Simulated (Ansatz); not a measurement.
`F[SiH2]C[SiH2]Cl` + `[SiH3]P` → `F[SiH2]P[SiH3]` + `C[SiH2]Cl`  (ligand exchange at the Si–C bond)

Program: Ansatz. Geometries: PBE0-D4/def2-TZVP. ΔE: electronic, gas phase. CCSD(T)/CBS is the MP2 limit (def2-TZVPP, def2-QZVPP) plus CCSD(T) − MP2 in def2-TZVPP, frozen cores. This one scheme is used for every species. DFT in def2-TZVPP. Each species was taken in one conformer, which may not be the lowest.

Problem. Is it downhill or uphill in electronic energy at CCSD(T)/CBS, and by how much? (Best estimate.)

Solution. The calculation gave: Downhill: ΔE = -17.1 kJ/mol.

Problem. What do these levels give: PBE0-D4, BLYP, r2SCAN, r2SCANh, BHLYP, MP2/def2-TZVPP? (Estimate.)

Solution. The calculation gave: PBE0-D4 -22.8, BLYP -18.1, r2SCAN -20.9, r2SCANh -20.3, BHLYP -13.8, MP2/def2-TZVPP -15.5 kJ/mol.

Largest T1 diagnostic among the species: 0.013.

Leaving LDA and LC-ωPBE aside and taking each functional with its dispersion term where it has one, the values, not all of them listed here, spread over 11.4 kJ/mol, from revPBE-D4 to CAM-B3LYP-D4. LDA lies +3.2 kJ/mol from PBE without D4. In def2-TZVPP, CCSD(T) changes the Hartree–Fock value by −4.2 kJ/mol (the triples alone add −1.6 kJ/mol) and MP2 by −5.6 kJ/mol.
